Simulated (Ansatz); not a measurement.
In10N11H28⁺, a nanocrystal cut from wurtzite InN (hydrogen-capped). Charge 1, multiplicity 1. Geometry r2SCAN-D4/def2-SVP; atoms count from 1.

```xyz
49

In   -3.624    1.399    0.897
N    -3.281    0.466    2.884
N    -2.157    0.444   -0.339
In   -1.381   -1.395    0.567
In   -0.265   -1.251   -2.831
N    -0.007   -2.204   -0.890
N     1.242   -2.209   -4.101
In    2.017   -4.183   -3.357
In   -1.259    0.228    3.776
N    -0.111   -0.568    2.151
In    2.003   -2.373   -0.070
N     3.191   -3.172   -1.728
N    -2.711    3.377    1.330
In   -0.732    1.894   -1.180
N     0.541    0.722   -2.453
In   -0.595    3.632    1.966
N    -0.684    2.374    3.798
N     0.460    2.381    0.590
In    1.546    0.767    1.593
In    2.683    0.806   -1.876
N     2.596   -0.295    0.049
H    -5.283    1.502    0.481
H    -3.683   -0.478    2.830
H    -3.881    0.939    3.569
H    -2.696    0.119   -1.155
H    -2.642   -2.404    1.192
H    -1.869   -1.356   -3.465
H    -0.313   -3.177   -1.035
H     0.862   -2.335   -5.044
H     2.043   -1.580   -4.222
H     0.672   -4.901   -2.543
H     3.134   -4.778   -4.516
H    -1.293   -0.474    5.338
H     0.355   -1.391    2.560
H     2.104   -3.322    1.371
H     3.887   -3.830   -1.363
H     3.740   -2.418   -2.156
H    -3.311    3.867    2.004
H    -2.818    3.933    0.472
H    -1.548    3.287   -1.812
H     0.514    1.207   -3.360
H    -0.190    5.263    2.297
H    -1.267    2.855    4.491
H     0.255    2.411    4.212
H     1.214    2.972    0.211
H     2.397    1.333    2.992
H     3.523   -0.239   -2.992
H     3.046    2.462   -1.501
H     3.575   -0.308    0.366
```

In the def2 sets In takes a core potential; there is no spin–orbit coupling. Single mean-field runs in def2-SVP are fitted with def2-universal-jkfit.

Q: Estimate the Mulliken populations of the heavy atoms from the PBE0/def2-SVP orbitals of Ansatz.

A: 
| atom | charge (e) |
| --- | --- |
| In1 | 0.67 |
| N2 | -0.52 |
| N3 | -0.73 |
| In4 | 0.66 |
| In5 | 0.62 |
| N6 | -0.73 |
| N7 | -0.51 |
| In8 | 0.46 |
| In9 | 0.67 |
| N10 | -0.73 |
| In11 | 0.62 |
| N12 | -0.51 |
| N13 | -0.52 |
| In14 | 0.66 |
| N15 | -0.71 |
| In16 | 0.67 |
| N17 | -0.52 |
| N18 | -0.73 |
| In19 | 0.66 |
| In20 | 0.46 |
| N21 | -0.71 |
Mulliken values depend strongly on the basis.

Q: And the Mayer bond orders between heavy atoms (over 0.3)?

A: In1–N2 0.60 (2.22 Å); In1–N3 0.75 (2.14 Å); In1–N13 0.61 (2.22 Å); N2–In9 0.60 (2.22 Å); N3–In4 0.62 (2.19 Å); N3–In14 0.60 (2.20 Å); In4–N6 0.69 (2.16 Å); In4–N10 0.62 (2.19 Å); In5–N6 0.65 (2.18 Å); In5–N7 0.65 (2.19 Å); In5–N15 0.69 (2.16 Å); N6–In11 0.65 (2.18 Å); N7–In8 0.57 (2.25 Å); In8–N12 0.57 (2.25 Å); In9–N10 0.75 (2.14 Å); In9–N17 0.61 (2.22 Å); N10–In19 0.60 (2.20 Å); In11–N12 0.65 (2.19 Å); In11–N21 0.69 (2.16 Å); N13–In16 0.60 (2.22 Å); In14–N15 0.71 (2.15 Å); In14–N18 0.62 (2.19 Å); N15–In20 0.60 (2.22 Å); In16–N17 0.60 (2.22 Å); In16–N18 0.76 (2.14 Å); N18–In19 0.62 (2.19 Å); In19–N21 0.71 (2.15 Å); In20–N21 0.60 (2.22 Å).
